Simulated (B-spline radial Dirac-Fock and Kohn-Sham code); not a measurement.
Sb²⁴⁺: eigenvalues, ΔSCF and the reference

System: Sb²⁴⁺ in the configuration [Ar] 3d9.

The density-functional columns are spherical, spin-unpolarised Dirac-Kohn-Sham results without Breit or QED terms: −ε is minus the orbital energy of the initial state and ΔSCF the difference of two total energies. The reference in the last column comes from multi-electron Dirac-Fock with separately optimised hole states, Breit and Lamb-shift corrections added in first order. All numbers are from a radial B-spline solver, in eV; a selection of levels is shown. For the 1s level of heavy atoms much of the gap between ΔSCF and the reference is the Breit and QED part, -102.4 eV here; for other levels the error of the functional can be larger.

| level | LDA −ε | LDA ΔSCF | Dirac-Fock |
| --- | --- | --- | --- |
| 1s | 31058.9 | 31423.7 | 31329.7 |
| 2s | 5393.3 | 5472.8 | 5520.5 |
| 2p1/2 | 5103.7 | 5198.9 | 5202.0 |
| 2p3/2 | 4850.9 | 4941.2 | 4952.1 |
| 3s | 1633.9 | 1668.3 | 1697.0 |
| 3p1/2 | 1516.4 | 1551.8 | 1567.1 |
| 3p3/2 | 1466.8 | 1501.3 | 1517.2 |
| 3d | 1256.3 | 1293.9 | 1293.0 |

Values without a named source are computed, but for edge energies of neutral atoms, which are taken from tables.
